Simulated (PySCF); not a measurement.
Continuum solvent and chemical shifts

Molfile (atoms numbered from 1):
```
C4H11BP
     RDKit          3D

 17 17  0  0  0  0  0  0  0  0999 V2000
    3.3056   -1.0488    0.4061 P   0  0  0  0  0  0  0  0  0  0  0  0
    2.0662    0.4690   -0.0380 B   0  0  0  0  0  0  0  0  0  0  0  0
    0.5579   -0.1131   -0.2001 C   0  0  0  0  0  0  0  0  0  0  0  0
   -0.2426   -0.5781    1.0472 C   0  0  0  0  0  0  0  0  0  0  0  0
   -1.5178    0.0279    0.4342 C   0  0  0  0  0  0  0  0  0  0  0  0
   -0.6120    0.8661   -0.4853 C   0  0  0  0  0  0  0  0  0  0  0  0
    4.4943   -0.3187    0.7550 H   0  0  0  0  0  0  0  0  0  0  0  0
    2.9856   -1.2769    1.7927 H   0  0  0  0  0  0  0  0  0  0  0  0
    2.4875    0.9202   -1.1194 H   0  0  0  0  0  0  0  0  0  0  0  0
    2.0922    1.3556    0.8351 H   0  0  0  0  0  0  0  0  0  0  0  0
    0.5169   -0.9256   -0.9537 H   0  0  0  0  0  0  0  0  0  0  0  0
   -0.2509   -1.6522    1.3017 H   0  0  0  0  0  0  0  0  0  0  0  0
    0.0839   -0.0173    1.9403 H   0  0  0  0  0  0  0  0  0  0  0  0
   -2.2293    0.5523    1.0996 H   0  0  0  0  0  0  0  0  0  0  0  0
   -2.0842   -0.7264   -0.1397 H   0  0  0  0  0  0  0  0  0  0  0  0
   -0.9320    1.0167   -1.5317 H   0  0  0  0  0  0  0  0  0  0  0  0
   -0.3971    1.8563   -0.0474 H   0  0  0  0  0  0  0  0  0  0  0  0
  1  2  1  0
  2  3  1  0
  3  4  1  0
  4  5  1  0
  5  6  1  0
  6  3  1  0
  1  7  1  0
  1  8  1  0
  2  9  1  0
  2 10  1  0
  3 11  1  0
  4 12  1  0
  4 13  1  0
  5 14  1  0
  5 15  1  0
  6 16  1  0
  6 17  1  0
M  CHG  1   2  -1
M  END
```

GIAO PBE0/pcSseg-1 in PySCF 2.14.0 with density-fitted response routines on one PBE0-D3(BJ)/def2-SVP conformer, non-relativistic, equivalent nuclei averaged. Solvents enter as an IEF-PCM continuum (cyclohexane with ε = 2.0, water with ε = 78.4) around the gas-phase geometry. Shifts are referred to BF3·OEt2, TMS computed in the same medium.

Gas phase, δ in ppm: B2 -27.2, C3 38.5, C4/C6 34.6, C5 25.3, H11 1.66, H15 1.55, H12/H16 1.52, H13/H17 1.50, H9/H10 1.49, H14 1.44, H7/H8 0.77. Dipole moment 5.23 D.

Question: How does each δ change in the continuum?

Answer: 
```json
{"atoms": "B2", "environment": "boron bonded to C, P, 2 H", "Δδ, cyclohexane": "-0.3", "Δδ, water": "-0.4"}
{"atoms": "C3", "environment": "sp3 CH bonded to B", "Δδ, cyclohexane": "-1.7", "Δδ, water": "-3.3"}
{"atoms": "C4/C6", "environment": "sp3 CH2 in a ring", "Δδ, cyclohexane": "-0.4", "Δδ, water": "-0.3"}
{"atoms": "C5", "environment": "sp3 CH2 in a ring", "Δδ, cyclohexane": "-0.4", "Δδ, water": "-0.5"}
{"atoms": "H11", "environment": "hydrogen on an sp3 CH bonded to B", "Δδ, cyclohexane": "-0.14", "Δδ, water": "-0.35"}
{"atoms": "H15", "environment": "hydrogen on an sp3 CH2 in a ring", "Δδ, cyclohexane": "+0.13", "Δδ, water": "+0.36"}
{"atoms": "H12/H16", "environment": "hydrogen on an sp3 CH2 in a ring", "Δδ, cyclohexane": "+0.07", "Δδ, water": "+0.20"}
{"atoms": "H13/H17", "environment": "hydrogen on an sp3 CH2 in a ring", "Δδ, cyclohexane": "-0.04", "Δδ, water": "-0.13"}
{"atoms": "H9/H10", "environment": "hydrogen on a boron bonded to C, P", "Δδ, cyclohexane": "-0.19", "Δδ, water": "-0.47"}
{"atoms": "H14", "environment": "hydrogen on an sp3 CH2 in a ring", "Δδ, cyclohexane": "+0.10", "Δδ, water": "+0.28"}
{"atoms": "H7/H8", "environment": "hydrogen on a phosphorus bonded to B", "Δδ, cyclohexane": "+0.07", "Δδ, water": "+0.25"}
```

Changes are relative to the gas phase. The dipole moment becomes 5.75 D in cyclohexane, 6.51 D in water.

Question: Which nuclei move most (in ppm), and what does the model miss?

Answer: C3 (sp3 CH bonded to B, -3.3 ppm) in water. A continuum only polarises the solute; specific hydrogen bonds, the anisotropy of aromatic solvents and changes of geometry or conformer are outside it, as are counter-ions.
